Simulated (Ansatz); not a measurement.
Worked example: C2H6ClGa + C2HF2 → C2H6Ga + C2HClF2

Species: C2H6ClGa `C[CH2][GaH][Cl]`, singlet; C2HF2 `[CH]=C(F)F`, doublet; C2H6Ga `C[CH2][GaH]`, doublet; C2HClF2 `FC(F)=CCl`, singlet. A radical takes Cl: the energy is the difference in strength between the Ga–Cl bond broken and the C–Cl bond made.

Shapes, held fixed at every level: PBE0-D4/def2-TZVP. Flexible molecules stand in one conformer, not always the lowest. Programs: Ansatz 0.2.0. The zero-point and thermal change to 298 K, harmonic and unscaled (PBE0-D4/def2-TZVP), is +2.7 kJ/mol.

At B2PLYP/def2-TZVPP; 1 Eh = 2625.50 kJ/mol:

| species | energy (Eh) |
| --- | --- |
| C2H6ClGa | -2464.399150 |
| C2HF2 | -276.319455 |
| C2H6Ga | -2004.204754 |
| C2HClF2 | -736.492039 |

Problem. Work out ΔH(298 K) of the reaction at this level.

Solution. 
1. Products less reactants: (-2004.204754) + (-736.492039) − [(-2464.399150) + (-276.319455)] = 0.021812 Eh = +57.3 kJ/mol.
2. With the thermal change: +57.3 + (+2.7) = +60.0 kJ/mol.

Other levels give +53.5 (PBE0-D4/def2-TZVPP) to +115.3 kJ/mol (HF/def2-SVP). No measured value is set beside it here. Spin contamination: C2HF2 (⟨S²⟩ up to 0.90). Open shells run unrestricted. Relativity is left out for Ga. Outer-core shells of Ga are correlated, in sets that cover them unevenly. The median of the other levels is +71.5 kJ/mol.
